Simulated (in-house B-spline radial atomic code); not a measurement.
A calculation on F+: its settings, and results tabulated from the run. Level of theory: scalar-relativistic (X2C) PBE0, spin-polarised, spherical fractional occupations, Fermi nucleus of rms radius 2.8976 fm; calculated with a B-spline radial code for spherical atoms.

Command:
```bash
python run_scf.py task.json out
```
Settings (nuclear radius in fm, mass in u):
```
Z                9
configuration    [He] 2s2 2p4
hamiltonian      x2c
method           pbe0
spin_polarised   True
nucleus          fermi
rms_radius       2.8976
atomic_mass      18.9984
speed_of_light   137.035999084
```

Output (hartree, bohr):
```
 radial grid: 70 intervals, B-splines of order 8, outer radius 23.5294 bohr

 iter        energy (Eh)    residual
    1         -96.409780    2.45e-01
    2         -98.315342    1.76e-01
    3         -98.982187    5.00e-02
    4         -99.043887    1.32e-02
    5         -99.046384    6.35e-03
    6         -99.047694    2.31e-04
    7         -99.047696    6.31e-05
    8         -99.047696    2.56e-06
    9         -99.047696    4.30e-08

 total energy                       -99.04770
 kinetic                              99.0090
 electron-nucleus                   -232.2368
 Hartree                              43.9276
 exact exchange                       -2.3367
 exchange-correlation                 -7.4107

 orbital      occ     eigenvalue          <r>       <r^2>       <1/r>       r_max
 1s up      1.000       -25.6847     0.176207    0.041934     8.64391      0.1143
 1s down    1.000       -25.6126      0.17571   0.0416559     8.66061      0.1142
 2s up      1.000        -1.9654     0.949288     1.08224     1.53488      0.7481
 2s down    1.000        -1.7589     0.973768     1.14413     1.49345      0.7575
 2p up      3.000        -1.2134     0.960913     1.17854     1.39511      0.6772
 2p down    1.000        -0.9184      1.03543     1.39167      1.3198      0.7027
```

Cost of the run: 0.29 s on 1 thread of Arm Neoverse V1, with other jobs on the host.

Caution: exact exchange at fractional occupations of open shells leaves self-interaction of up to several eV.
